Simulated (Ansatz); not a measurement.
Two members of one family (Series GeH3X), computed with Ansatz in the gas phase. The two geometries come from different levels. A negative affinity means that the extra electron isn't bound at that geometry and level; within about 0.2 eV of zero the sign isn't settled. Binding counts from free atoms in the multiplicity of their measured ground term, without zero-point energy. A dash marks a value that wasn't run or was left out as unsound. The structures are stationary points that may keep the symmetry of their start. Remarks come from the PBE and PBE0 runs and from stability tests at other levels; not every state was tested. A HOMO above zero means that the electron is unbound at that level and held by the basis, or that self-interaction error raises the level; the energy of removing that electron tells which.

First: Ge(GeH3)H3 (singlet, charge 0, PBE0-D4/def2-TZVP geometry).

```tsv
atom	x (Å)	y (Å)	z (Å)
Ge1	0.768	0.748	0.562
Ge2	-0.767	-0.748	-0.562
H3	-0.485	-0.768	-2.073
H4	-2.217	-0.288	-0.341
H5	-0.617	-2.177	-0.017
H6	0.683	2.156	-0.046
H7	2.211	0.238	0.420
H8	0.426	0.839	2.058
```

| level | HOMO (eV) | LUMO (eV) | gap (eV) | vertical EA (eV) | binding per atom (eV) |
| --- | --- | --- | --- | --- | --- |
| PBE-D4/def2-TZVPD | -7.12 | -0.75 | 6.37 | -0.92 | 2.58 |
| r2SCAN-D4/def2-TZVPD | -7.38 | -0.24 | 7.15 | -1.09 | 2.64 |
| PBE0-D4/def2-SVP | -8.20 | 0.74 | 8.94 | – | 2.59 |
| PBE0-D4/def2-TZVP | -8.20 | 0.38 | 8.58 | – | 2.58 |
| HSE06-D4/def2-TZVP | -7.81 | 0.01 | 7.83 | – | 2.58 |

Remarks: HOMO above zero (-1 doublet).

Second: GeMeH3 (singlet, charge 0, PBE-D4/def2-TZVP geometry).

```
atom    x (Å)    y (Å)    z (Å)
 Ge1   0.8488   0.2282   0.2818
  C2  -0.9610  -0.2582  -0.3193
  H3  -1.0450  -0.1349  -1.4062
  H4  -1.7072   0.3823   0.1669
  H5  -1.1760  -1.3044  -0.0652
  H6   0.9668   0.0818   1.8197
  H7   1.1688   1.6960  -0.0969
  H8   1.9049  -0.6907  -0.3808
```

Problem. What does the change do? Estimate second minus first.

Solution. 
| level | Δ HOMO (eV) | Δ LUMO (eV) | Δ gap (eV) | Δ vertical EA (eV) | Δ binding per atom (eV) |
| --- | --- | --- | --- | --- | --- |
| PBE-D4/def2-TZVPD | -0.54 | 0.31 | 0.85 | -0.22 | 0.64 |
| r2SCAN-D4/def2-TZVPD | -0.55 | 0.48 | 1.03 | -0.19 | 0.59 |
| PBE0-D4/def2-SVP | -0.70 | 0.52 | 1.22 | – | 0.64 |
| PBE0-D4/def2-TZVP | -0.70 | 0.47 | 1.17 | – | 0.62 |
| HSE06-D4/def2-TZVP | -0.69 | 0.47 | 1.16 | – | 0.63 |

Remarks: HOMO above zero (-1 doublet).
